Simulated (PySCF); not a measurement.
# Ta: excitation energy

Ta [Xe] 4f14 5d3 6s2 (4F) → Ta [Xe] 4f14 5d4 6s1, s spin flipped, as a difference of total energies. Computed with PySCF 2.14 in def2-QZVPPD with the def2 core potential (60 electrons) (7s6p4d3f2g, 84 functions), with a scalar-relativistic core potential. Correlated levels: valence: 5s2 5p6 frozen. The calculations carry no spin-orbit coupling.

| method | excitation energy (eV) |
| --- | --- |
| UHF | 2.097 |
| MP2 (valence) | 2.151 |
| SCS-MP2 (valence) | 2.322 |

Question: How much does correlation contribute at MP2 (valence)?

Answer: 2.151 − (2.097) = 0.054 eV, measured against UHF.

The upper determinant mixes two multiplicities, so it lies between the two terms.

The coupled-cluster amplitudes are large for the upper state (T1 above 0.03 or a double amplitude above 0.15), so a single reference is strained.
